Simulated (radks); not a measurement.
Dipole-allowed excitations along the series with 28 electrons in [Ar] 3d10. All-electron calculation, non-relativistic Kohn-Sham, PBE, spin-unpolarised, spherical densities, point nucleus. Program: a radial shooting solver on a logarithmic mesh with Libxc functionals. Time-dependent linear response with the Hartree and adiabatic LDA kernel, continuum included through the Sternheimer equations. Lines are the poles of the dipole polarisability below minus the highest occupied eigenvalue, found on a grid refined at the orbital gaps; the lowest seven at most are given, and weak or close lines can be missed. The first line takes the name of the lowest orbital gap if no other gap lies below it; otherwise a line is named after a gap within 0.6 % of it, if that gap stands alone.

Cd20+: -e(HOMO) (eV) 936.11; lowest orbital gap (eV) 3d-4p 425.45; first line (eV) 428.19 (3d-4p); f 0.422; strongest line (eV) 573.45 (unassigned); its f 3.00; static alpha (bohr^3) 0.02419
In21+: -e(HOMO) (eV) 1016.2; lowest orbital gap (eV) 3d-4p 461.23; first line (eV) 464.09 (3d-4p); f 0.415; strongest line (eV) 619.52 (unassigned); its f 3.27; static alpha (bohr^3) 0.02128
Sn22+: -e(HOMO) (eV) 1099.3; lowest orbital gap (eV) 3d-4p 498.36; first line (eV) 501.34 (3d-4p); f 0.409; strongest line (eV) 664.23 (unassigned); its f 3.91; static alpha (bohr^3) 0.01881
Sb23+: -e(HOMO) (eV) 1185.5; lowest orbital gap (eV) 3d-4p 536.83; first line (eV) 539.92 (3d-4p); f 0.403; strongest line (eV) 710.37 (unassigned); its f 4.27; static alpha (bohr^3) 0.01670
Te24+: -e(HOMO) (eV) 1274.8; lowest orbital gap (eV) 3d-4p 576.63; first line (eV) 579.84 (3d-4p); f 0.397; strongest line (eV) 757.86 (unassigned); its f 4.52; static alpha (bohr^3) 0.01488
I25+: -e(HOMO) (eV) 1367.1; lowest orbital gap (eV) 3d-4p 617.77; first line (eV) 621.10 (3d-4p); f 0.391; strongest line (eV) 806.70 (unassigned); its f 4.73; static alpha (bohr^3) 0.01331
